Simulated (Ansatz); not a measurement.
## Calibrating MP2/def2-TZVPP on molecular compounds of S

The vertical ionisation energy (cation less neutral) in eV of 6 molecular compounds of S: x at MP2/def2-TZVPP, y at CCSD(T)/def2-TZVPP. Shapes, held fixed at every level: PBE0-D4/def2-TZVP. Flexible molecules stand in one conformer, not always the lowest. Programs: Ansatz 0.2.0.

```
                                           molecule  x (eV)  y (eV)
                   C5H12S (ethyl isopropyl sulfide)    8.42    8.32
                       C5H10S (allyl ethyl sulfide)    8.57    8.47
                           C2H6S (dimethyl sulfide)    8.72    8.64
                       C2H8S2Si (SMILES C[SiH2]SSC)    8.86    8.72
                         C2H8SSi (SMILES CCS[SiH3])    9.20       ?
CH5Cl3SSiTi (SMILES C[SiH2][S][Ti]([Cl])([Cl])[Cl])   10.05    9.82
```

Problem. Fit y = c + s·x to the known rows and predict y for C2H8SSi.

Solution. 
1. Means of the 5 rows: x = 8.9240, y = 8.794.
2. Σ(Δx)² = 1.6929, Σ(Δx·Δy) = 1.545, so the slope is 1.545/1.6929 = 0.91264.
3. Intercept: 8.794 − (0.91264) × 8.9240 = 0.650. The largest residual of the fit is 0.032.
4. C2H8SSi: 0.650 + 0.91264 × 9.20 = 9.05 eV.

CCSD(T)/def2-TZVPP gives 9.08 eV, so the prediction is off by -0.03 eV, about the largest residual. Uncorrected, MP2/def2-TZVPP misses it by +0.12 eV, and the other rows by 0.13 on average. The line overshoots: the miss goes from +0.12 to -0.03. CH5Cl3SSiTi lies far out in x and weighs most in the slope. Left out in turn, the other rows are missed by 0.02 eV on average, so much of the error is systematic among these molecules. Cations run unrestricted. Outer-core shells of Ti are correlated, in sets that cover them unevenly.
